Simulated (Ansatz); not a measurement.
Coupled-cluster diagnostics for the cluster PSe₃, Ansatz.

Geometry of the doublet (r2SCAN-D4/def2-SVP):

```
atom    x (Å)    y (Å)    z (Å)
  P1   1.0967   2.0442   1.6416
 Se2  -0.1832  -0.1640  -1.4108
 Se3  -0.8911  -2.2570  -1.4508
 Se4  -0.0224   0.3767   1.2200
```

Correlated methods freeze 32 core orbitals; core or outer-core shells of Se are correlated, in sets that lack core-valence functions. Another isomer (doublet) lies 1.22 eV lower at PBE0-D4/def2-TZVP; other spin states weren't run for this one.

Task: Estimate the CCSD(T) correlation energy, the shares of MP2 and (T), T1 and the reference's ⟨S²⟩ for: charge 0, doublet, own geometry in def2-SVP; and the rough time on 4 threads of Intel Xeon 6975P-C on a shared host.

Result: 
```tsv
state	basis	correlation (eV)	MP2 share (%)	(T) share (%)	T1	⟨S²⟩ (pure)	wall time	remarks
charge 0, doublet, own geometry	def2-SVP	-22.479	91.5	4.2	0.083	1.94 (0.75)	26 s	large T1, spin-contaminated
```
Customary marks for T1 are 0.02 (closed shells), 0.045 (open shells) and about 0.05 (3d metals). T1 exceeds 0.02 in 1 of 1 rows and 0.045 in 1; the higher it lies, the less the single-reference result can be trusted.
